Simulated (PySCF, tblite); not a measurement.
Species: C4H10F2O2Si2.
Cartesian coordinates in Å at the GFN2-xTB level; atoms count from 1:
```
atom  x, y, z in Å
C1    -0.3853    1.4542   -1.5734
Si2    0.1594    0.0601   -0.4135
C3    -1.1304   -1.3322   -0.1958
C4    -2.4605   -0.7721    0.2315
F5    -2.9961    0.0212   -0.7316
F6    -2.3274    0.0260    1.3254
C7     0.8874    0.6882    1.2568
O8     2.2804    0.4211    1.2169
Si9    2.8837   -0.3877   -0.0539
O10    1.5283   -0.6473   -0.9537
H11    0.3962    2.1995   -1.6909
H12   -0.6223    1.0625   -2.5585
H13   -1.2747    1.9506   -1.2000
H14   -0.8108   -2.0596    0.5483
H15   -1.2769   -1.8613   -1.1347
H16   -3.2192   -1.5327    0.4771
H17    0.7614    1.7632    1.4060
H18    0.4738    0.1891    2.1375
H19    3.7568    0.4681   -0.8364
H20    3.3710   -1.7002    0.3302
```

Jobs on this species (20 atoms, 96 electrons) with PySCF (density fitting) and tblite. Hardware of each: an Intel Xeon at 2.50 GHz with one thread (shared host). Other jobs ran on the host; a repeat could differ by tens of per cent or more.

Question: Rank these jobs by wall time, shortest first.
A. PBE0/pcSseg-1; shieldings, ring-centre shieldings, charges and field gradients; 234 basis functions
B. GFN2-xTB; L-BFGS relaxation
C. GFN2-xTB; Hessian by finite differences

Answer: C (4.0 s), B (9.4 s), A (2.7 min).

All jobs:

| level and settings | work | basis functions | SCF cycles | wall time |
| --- | --- | --- | --- | --- |
| GFN2-xTB | Hessian by finite differences | – | – | 4.0 s |
| GFN2-xTB | L-BFGS relaxation | – | – | 9.4 s |
| PBE0/pcSseg-1 | shieldings, ring-centre shieldings, charges and field gradients | 234 | 13 | 2.7 min |

Question: What do all jobs in the table cost together?

Answer: About 2.9 min; the longest takes about 92 % of that, and about 40 times as long as the shortest.
